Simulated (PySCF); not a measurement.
Vertical excitations of a molecule CH3NO3Si from TDDFT-PBE/def2-SVPD (PySCF), as energy in eV (oscillator strength): 6.62 (0.002), 6.72 (0.009), 6.80 (0.006), 7.07 (0.057), 7.19 (0.025), 7.25 (0.011), 7.31 (0.013), 7.62 (0.061), 7.67 (0.058), 7.70 (0.008). Lowest triplet (TDA): 6.29 eV. Geometry: B3LYP-D3(BJ)/def2-SVP. Other conformers were not sampled.

Which structure fits?
(A) N#CO[SiH](O)O
(B) O=C=N[SiH](O)O
(C) O[Si]1(O)N=CO1

B, O=C=N[SiH](O)O
